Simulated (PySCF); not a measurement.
F3HSeSi, SMILES [SeH][Si](F)(F)F. Geometry: PBE-D3(BJ)/def2-SVP. This is a generated structure with no PubChem entry under its InChIKey; it may be hypothetical. Other conformers were not sampled.

### Question
Give the equilibrium geometry at PBE-D3(BJ)/def2-SVP (PySCF confirms it by a frequency run) as Cartesian coordinates in Å, and its point group. (Estimate from the structure and the level; the computed values follow.)

### Answer
Several could match; the one computed here: point group Cs.
```xyz
6

F     -0.7377     1.4612    -1.2895
Si     0.0045     0.8271     0.0000
F     -0.7377     1.4612     1.2895
F      1.5406     1.3265     0.0000
Se     0.0239    -1.4227     0.0000
H     -1.4624    -1.4473     0.0000
```
